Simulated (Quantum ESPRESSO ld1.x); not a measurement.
The table gives one normalised radial function P(r) = r R(r) of N in [He] 2s1 2p3 3d1 (r in bohr). Method: scalar-relativistic Kohn-Sham, exchange-only LDA, spin-polarised, spherical densities, point nucleus; open shells are filled with parallel spins first; computed with ld1.x of Quantum ESPRESSO 7.5.

r	P
0.02749	0.7920
0.03608	0.9789
0.04736	1.1879
0.06167	1.4009
0.08095	1.6103
0.1063	1.7783
0.1384	1.8638
0.1816	1.8323
0.2365	1.6619
0.3104	1.3502
0.4074	0.9546
0.5305	0.5751
0.6963	0.2723
0.914	0.0959
1.19	0.0242
1.562	0.0036
2.051	0.0003
2.67	0.0000
3.505	0.0000
4.6	0.0000
5.99	0.0000
7.862	0.0000
10.32	0.0000
13.44	0.0000
17.64	0.0000
23.15	0.0000
30.15	0.0000

Which n and l does it have? It may be an empty orbital.

Answer. n = 1, l = 0: the number of nodes gives n - l - 1 = 0, the rise at small r (about r^(l+1)) gives l, and the extent must fit the shell. The curve is that of 1s up; the table hardly tells the two spins apart. 1s up: eigenvalue -392.78 eV, 0 radial nodes, <r> = 0.232 bohr, 90 % of the charge inside 0.416 bohr.
